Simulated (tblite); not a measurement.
Compound: C₇H₉NOSi.
Numbering: `[CH3:1]/[C:2]([CH:3]=[O:4])=[CH:5]/[CH:6]=[CH:7]/[SiH2:8][C:9]#[N:10]` (hydrogens: H11, H12, H13 on C1; H14 on C3; H15 on C5; H16 on C6; H17 on C7; H18, H19 on Si8)

Computed with GFN2-xTB (tblite), gas phase: L-BFGS steps from a force-field or distance-geometry start until the largest atomic force falls under 0.01 eV/Å.

Step 74: E = -766.5109 eV
```
atom  x, y, z in Å  |  force x, y, z in eV/Å
C1     -3.1877   -0.7498    0.5713   -0.025  -0.005   0.005
C2     -2.0105   -0.0507   -0.0409   -0.009  -0.002   0.025
C3     -2.3409    1.0676   -0.9250   -0.024  -0.013   0.005
O4     -1.5841    1.7336   -1.5908    0.013  -0.007   0.008
C5     -0.7472   -0.4371    0.2510   -0.015  -0.026  -0.006
C6      0.4705    0.1463   -0.2320   -0.006  -0.007   0.010
C7      1.6759   -0.3527    0.0835    0.002   0.007   0.000
Si8     3.3084    0.3761   -0.4884    0.011  -0.011   0.019
C9      4.5025   -0.0002    0.9021    0.049  -0.028   0.031
N10     5.2390   -0.2470    1.7446   -0.036   0.018  -0.025
H11    -3.6949   -0.0890    1.2760    0.020  -0.004  -0.017
H12    -3.9107   -1.0279   -0.1950    0.019   0.003  -0.007
H13    -2.8795   -1.6479    1.1013   -0.004   0.032  -0.004
H14    -3.4295    1.2771   -0.9455   -0.012   0.029  -0.023
H15    -0.6254   -1.2716    0.9348    0.031  -0.023  -0.007
H16     0.3815    1.0138   -0.8692    0.006  -0.004   0.030
H17     1.7095   -1.2403    0.7093   -0.006   0.028   0.004
H18     3.2778    1.8297   -0.6305   -0.022   0.016  -0.021
H19     3.8356   -0.3204   -1.6643    0.007  -0.002  -0.029
```

Step 75: E = -766.5113 eV
```
atom  x, y, z in Å  |  force x, y, z in eV/Å
C1     -3.1882   -0.7491    0.5709   -0.041  -0.006   0.014
C2     -2.0106   -0.0514   -0.0409   -0.010  -0.014   0.016
C3     -2.3406    1.0671   -0.9254   -0.004  -0.002   0.017
O4     -1.5811    1.7344   -1.5870   -0.002  -0.009   0.003
C5     -0.7478   -0.4408    0.2500   -0.008  -0.010   0.003
C6      0.4700    0.1441   -0.2315    0.001  -0.008   0.016
C7      1.6758   -0.3537    0.0847    0.007   0.011  -0.003
Si8     3.3076    0.3779   -0.4871    0.007  -0.010   0.007
C9      4.5040    0.0015    0.9014    0.048  -0.025   0.033
N10     5.2421   -0.2468    1.7421   -0.039   0.019  -0.027
H11    -3.6950   -0.0857    1.2737    0.017  -0.011  -0.020
H12    -3.9104   -1.0275   -0.1962    0.018   0.003   0.000
H13    -2.8825   -1.6467    1.1037   -0.001   0.038  -0.010
H14    -3.4293    1.2780   -0.9484    0.004   0.017  -0.022
H15    -0.6252   -1.2749    0.9346    0.021  -0.018  -0.020
H16     0.3803    1.0138   -0.8661    0.010  -0.015   0.030
H17     1.7117   -1.2423    0.7094   -0.013   0.035  -0.003
H18     3.2737    1.8318   -0.6331   -0.019   0.000  -0.015
H19     3.8356   -0.3205   -1.6623    0.003   0.005  -0.021
```

Question: Estimate the geometry and energy of step 76. (The exact step hangs on the optimiser's Hessian estimate; all steps are aligned on step 75, rigid shifts and turns removed.)

Answer: E = -766.5117 eV, largest force 0.048 eV/Å
```
atom  x, y, z in Å  |  force x, y, z in eV/Å
C1     -3.1892   -0.7483    0.5709   -0.044  -0.013   0.013
C2     -2.0109   -0.0518   -0.0401   -0.010  -0.019   0.004
C3     -2.3406    1.0674   -0.9246    0.016   0.009   0.022
O4     -1.5785    1.7359   -1.5823   -0.015  -0.011   0.000
C5     -0.7484   -0.4440    0.2488   -0.001   0.005   0.011
C6      0.4697    0.1419   -0.2314    0.006  -0.007   0.018
C7      1.6759   -0.3557    0.0842    0.009   0.013  -0.003
Si8     3.3075    0.3784   -0.4861    0.005  -0.005  -0.008
C9      4.5065    0.0032    0.9007    0.027  -0.017   0.018
N10     5.2448   -0.2448    1.7411   -0.024   0.015  -0.013
H11    -3.6983   -0.0812    1.2683    0.007  -0.014  -0.018
H12    -3.9080   -1.0315   -0.1980    0.021   0.006   0.011
H13    -2.8843   -1.6426    1.1096   -0.003   0.040  -0.014
H14    -3.4294    1.2800   -0.9506    0.019   0.003  -0.017
H15    -0.6244   -1.2780    0.9337    0.008  -0.014  -0.030
H16     0.3804    1.0137   -0.8630    0.009  -0.018   0.027
H17     1.7125   -1.2456    0.7070   -0.014   0.032  -0.003
H18     3.2684    1.8327   -0.6340   -0.014  -0.017  -0.010
H19     3.8364   -0.3205   -1.6617   -0.002   0.013  -0.010
```

The energy changes by -0.0004 eV. The first-order estimate −F·Δx gives -0.0005 eV and the mean of the old and new forces, exact on a quadratic surface, -0.0004 eV. The step makes an angle of 78° with the force vector and moves no atom by more than 0.008 Å.

What follows is the cost of the whole relaxation. Time: 0.92 s. Hardware: one thread, Arm Neoverse V1 (aarch64), no GPU, shared host with 32 logical CPUs at a one-minute load of 25.
